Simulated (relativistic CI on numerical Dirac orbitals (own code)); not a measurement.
One change at a time: Ge¹¹⁺

Base calculation: Dirac-Coulomb-Breit CI, KLI orbitals optimised for each configuration, a model potential for QED, unscaled Slater integrals.

Configurations in the expansion (outside the closed core [Ne]): 3s2 3p6 3d3, 3s2 3p5 3d4, 3s 3p6 3d4, 3s2 3p6 3d2 4s, 3s2 3p6 3d2 4p, 3s2 3p6 3d2 4d, 3s2 3p6 3d2 4f, 3s2 3p6 3d 4s 4p, 3s2 3p5 3d3 4s, 3s2 3p6 3d2 5s, 3p6 3d5, 3p5 3d6, 3s2 3p6 3d 4s2, 3s2 3p6 4s2 4p, 3s2 3p6 4s2 4d, 3s2 3p6 4s2 4f, 3s2 3p6 3d 4p2, 3s2 3p6 4s 4p2, 3s2 3p6 4p3, 3s2 3p6 4p2 4d, 3s2 3p6 4p2 4f, 3s2 3p6 3d 4s 4d, 3s2 3p6 4s 4p 4d, 3s2 3p6 4s 4d2, 3s2 3p6 4s 4d 4f. Double excitations out of closed p, d and f shells are left out; levels of such configurations are missing from the list, as are those of other unlisted configurations, and high levels can miss mixing partners. These lack a partner that the ground configuration has and come out too high: 3s2 3p5 3d3 4s.

The lowest level and the first level of each name with at least 55 % of one term (blank where a level has no safe partner in the second run):

```tsv
Level	Base (cm⁻¹)	Shift (cm⁻¹)
3s2 3p6 3d3 4F_3/2	0	0
3s2 3p6 3d3 4F_5/2	2517	+6
3s2 3p6 3d3 4F_7/2	5635	+13
3s2 3p6 3d3 4F_9/2	9116	+20
3s2 3p6 3d3 4P_1/2	35959	-12
3s2 3p6 3d3 4P_3/2	36158	-15
3s2 3p6 3d3 2G_7/2	39486	-7
3s2 3p6 3d3 4P_5/2	40061	-2
3s2 3p6 3d3 2G_9/2	41857	-4
3s2 3p6 3d3 2D_3/2	50073	-22
3s2 3p6 3d3 2P_1/2	52307	-27
3s2 3p6 3d3 2H_9/2	54875	0
3s2 3p6 3d3 2H_11/2	55947	0
3s2 3p6 3d3 2D_5/2	57630	-7
3s2 3p6 3d3 2P_3/2	60190	-8
3s2 3p6 3d3 2F_7/2	86804	-25
3s2 3p6 3d3 2F_5/2	88207	-24
3s2 3p5 3d4 6D°_9/2	595908	-220
3s2 3p5 3d4 6D°_7/2	596144	-218
3s2 3p5 3d4 6D°_5/2	597647	-218
3s2 3p5 3d4 6D°_3/2	599815	-218
3s2 3p5 3d4 6D°_1/2	601833	-219
```

At this charge energies of transitions that change n are usually good to better than 1 %, and those within a shell (Δn = 0) to a few per cent. Terms inside the open d or f shell come out 10 to 20 % too wide with unscaled integrals.

One thing was changed in a second run, which moved the levels as shown. Which?
A. Breit term removed
B. one mean potential for all configurations
C. configuration mixing switched off
D. QED terms removed

B. One mean potential for all configurations. One potential for all configurations removes the relaxation of the orbitals, which moves whole configurations and changes the integrals a little.

LS names give the leading component of a level, which can be under half, so a name can repeat, a term be missing and a line seem to break the LS rules.
